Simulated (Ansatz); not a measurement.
Computed with Ansatz on PBE0-D4/def2-TZVP structures; ΔE is electronic, products minus reactants. CCSD(T)/CBS adds triple-zeta CCSD(T) − MP2 to the extrapolated MP2 energy (def2 sets, frozen cores). Functionals use def2-TZVPP. For Ge outer-core shells are correlated without core-valence functions, which leaves a few kJ/mol of doubt a bond. Scalar relativity is left out up to krypton. Each species was taken in one conformer, which may not be the lowest.

Consider the substitution at a C–S bond: `CSBO[SiH3]` + `[SH][Ge][Cl]` → `C[S][Ge][Cl]` + `[SiH3]OBS`.

(1) Is it downhill or uphill in electronic energy at CCSD(T)/CBS, and by how much? (Estimate.)

(2) What do these levels give: LDA (SPW92), r2SCAN0-D4, PBE, revPBE, r2SCAN, PBE0, r2SCAN0, CAM-B3LYP, RPA@PBE/def2-TZVPP, CCSD/def2-SVP, MP2/def2-TZVPP, MP2/def2-QZVPP? (Estimate.)

Largest T1 diagnostic among the species: 0.014.

Results:

(1) Computed: Nearly level: ΔE = 0.0 kcal/mol.

(2) Ansatz gave: LDA (SPW92) -0.8, r2SCAN0-D4 0.2, PBE 0.1, revPBE 0.5, r2SCAN 0.2, PBE0 0.3, r2SCAN0 0.3, CAM-B3LYP 0.4, RPA@PBE/def2-TZVPP 0.6, CCSD/def2-SVP 0.5, MP2/def2-TZVPP 0.0, MP2/def2-QZVPP 0.0 kcal/mol.

In def2-TZVPP, CCSD(T) changes the Hartree–Fock value by −0.9 kcal/mol (the triples alone add −0.3 kcal/mol) and MP2 by −1.1 kcal/mol. Leaving LDA and LC-ωPBE aside and taking each functional with its dispersion term where it has one, the values, not all of them listed here, spread over 1.3 kcal/mol, from BLYP-D4 to ωB97M-V. LDA lies −0.8 kcal/mol from PBE without D4.
